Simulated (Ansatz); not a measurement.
Frontier orbitals of AlH4NSeSi, SMILES `[SeH][SiH]1[NH][AlH]1`.

Charge 0, multiplicity 1. Correlated methods include outer-core shells of Se, which these sets cover unevenly. Scalar relativity is left out up to krypton. The structure was optimised at the PBE0-D4/def2-TZVP level. It is one conformer, not always the lowest. Basis def2-TZVPP, Ansatz 0.2.0.

```json
{"functional": "LDA (SPW92)", "HOMO (eV)": "-5.56", "LUMO (eV)": "-2.25", "gap (eV)": "3.31"}
{"functional": "PBE", "HOMO (eV)": "-5.45", "LUMO (eV)": "-2.05", "gap (eV)": "3.40"}
{"functional": "revPBE", "HOMO (eV)": "-5.41", "LUMO (eV)": "-1.96", "gap (eV)": "3.45"}
{"functional": "PBE0", "HOMO (eV)": "-6.44", "LUMO (eV)": "-1.30", "gap (eV)": "5.14"}
{"functional": "r2SCANh", "HOMO (eV)": "-6.02", "LUMO (eV)": "-1.54", "gap (eV)": "4.48"}
{"functional": "HSE06 (plane-wave form)", "HOMO (eV)": "-6.05", "LUMO (eV)": "-1.67", "gap (eV)": "4.38"}
{"functional": "ωB97M-V", "HOMO (eV)": "-8.39", "LUMO (eV)": "0.35", "gap (eV)": "8.74"}
```

A quarter of exact exchange (PBE0) shifts PBE's HOMO by −0.99 eV and its LUMO by +0.74 eV; full exchange at long range (ωB97M-V) shifts them by −2.94 and +2.39 eV. The gap opens from 3.40 to 8.74 eV, since occupied levels lose self-interaction and empty ones feel all the electrons. A positive LUMO is unbound and depends on the basis.
